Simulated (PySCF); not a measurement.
Telling isomers of C5H8N2OSi apart by NMR

Theory: structure optimised with GFN2-xTB, NMR shieldings at PBE0/pcSseg-1/GIAO, in PySCF (in vacuum, equivalent nuclei averaged, non-relativistic Hamiltonian, one conformer).

Shifts are taken against calculated references (same method and geometry level): ¹H (31.72 ppm), ¹³C (186.93 ppm) vs TMS. Where no couplings were computed, multiplicities follow the n + 1 count of equivalent neighbours, and m marks all less simple cases (inequivalent or close neighbours, rings, F or P nearby). Acid and N–H amide carbonyl carbons lie up to 10 ppm further downfield in solution (hydrogen bonding). Shifts are as computed. Against solution values, carbons near 30 ppm lie about +3 ppm off and those near 130 ppm about +5 ppm. Of 1309 compounds with measured shifts, 239 miss one by over three times the rms of a fit or turn the order of signals round; such compounds aren't used in these exercises. OH and NH positions are gas-phase values without hydrogen bonding to other molecules.

(1) Tabulate the signals of `C/C(C#N)=N/[SiH2]CC=O`, `Nc1cccnc1O[SiH3]`, `C=N[SiH2]O/C(C#N)=C/C`, `N#C[C@H]1C[Si@H](C(N)=O)C1` and their relative energies.

(2) What is the quickest way to tell C/C(C#N)=N/[SiH2]CC=O from Nc1cccnc1O[SiH3]?

(3) What is the quickest way to tell Nc1cccnc1O[SiH3] from N#C[C@H]1C[Si@H](C(N)=O)C1?

(4) What is the quickest way to tell C=N[SiH2]O/C(C#N)=C/C from N#C[C@H]1C[Si@H](C(N)=O)C1?

## Answers

(1) 
```json
{"SMILES": "C/C(C#N)=N/[SiH2]CC=O", "carbon types": "2×C 1×CH 1×CH2 1×CH3", "δC": "201.4, 158.6, 115.7, 40.4, 35.6", "δH": "10.09 (t, 1H), 5.27 (t, 2H), 2.69 (m, 2H), 2.54 (s, 3H)", "E rel. (kcal/mol)": "44.0"}
{"SMILES": "Nc1cccnc1O[SiH3]", "carbon types": "2×C 3×CH", "δC": "155.2, 140.1, 137.1, 124.2, 123.1", "δH": "7.78 (d, 1H), 7.09 (m, 1H), 6.97 (m, 1H), 5.05 (s, 3H), 3.64 (br s, 2H)", "E rel. (kcal/mol)": "0.0"}
{"SMILES": "C=N[SiH2]O/C(C#N)=C/C", "carbon types": "2×C 1×CH 1×CH2 1×CH3", "δC": "180.0, 135.1, 131.4, 119.6, 17.2", "δH": "9.01 (m, 1H), 8.99 (m, 1H), 6.32 (q, 1H), 5.38 (s, 2H), 2.10 (d, 3H)", "E rel. (kcal/mol)": "41.0"}
{"SMILES": "N#C[C@H]1C[Si@H](C(N)=O)C1", "carbon types": "2×C 1×CH 2×CH2", "δC": "180.1, 129.6, 20.5, 19.6", "δH": "5.41 (br s, 2H), 5.28 (m, 1H), 3.17 (m, 1H), 2.31 (m, 2H), 1.69 (m, 2H)", "E rel. (kcal/mol)": "32.1"}
```

Energies are electronic energies at PBE0/pcSseg-1 on these geometries, without zero-point or thermal terms, each for the one conformer computed, which needn't be the lowest.

(2) Both give the same number of carbon signals, but DEPT or the intensities differ. The first has an aldehyde carbonyl carbon (CH) at 201.4 ppm, the second an aromatic CH next to a ring nitrogen at 140.1 ppm. Their most deshielded carbons lie at 201.4 and 155.2 ppm. In the proton spectra the most deshielded non-exchanging signals are 10.09 (t, 1H) and 7.78 (d, 1H).

(3) Count the carbon signals: 5 against 4. The first has an aromatic CH next to a ring nitrogen at 140.1 ppm, the second an sp3 CH α to a nitrile at 20.5 ppm. Their most deshielded carbons lie at 155.2 and 180.1 ppm. In the proton spectra the most deshielded non-exchanging signals are 7.78 (d, 1H) and 5.28 (m, 1H).

(4) Count the carbon signals: 5 against 4. The first has a C=N carbon (CH2) at 180.0 ppm, the second an sp3 CH α to a nitrile at 20.5 ppm. Their most deshielded carbons lie at 180.0 and 180.1 ppm. In the proton spectra the most deshielded non-exchanging signals are 9.01 (m, 1H) and 5.28 (m, 1H).
